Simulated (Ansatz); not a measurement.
Isomers of H4B2Si. All species are isolated molecules in the gas phase. One relaxed conformer stands for each flexible species; it need not be the lowest. Strings in code marks are SMILES.

Quantity: electronic energy of isomers of H4B2Si relative to `B1B[SiH2]1`, in kcal/mol. The DFT solution of `B=B[SiH3]` is unstable or spin-contaminated; the geometry comes from it.

Level 1: LC-ωPBE/cc-pVTZ // B3LYP-D3(BJ)/def2-TZVP (Ansatz, a quantum-chemistry and plane-wave program)
Level 2: LDA/cc-pVTZ // B3LYP-D3(BJ)/def2-TZVP (Ansatz)
Level 3: PBE0/cc-pVTZ // B3LYP-D3(BJ)/def2-TZVP (Ansatz)
Level 4: r2SCAN/cc-pVTZ // B3LYP-D3(BJ)/def2-TZVP (Ansatz)

```csv
species,level 1,level 2,level 3,level 4
`[H]/B=[SiH]\B`,24.1,28.5,23.3,23.3
`BB=[SiH2]`,?,21.2,?,?
`B=B[SiH3]`,40.3,55.0,45.1,46.7
```

**Question.** Complete the blanks.

**Answer.** 
- `BB=[SiH2]`, level 1: 17.9
- `BB=[SiH2]`, level 3: 17.3
- `BB=[SiH2]`, level 4: 17.0
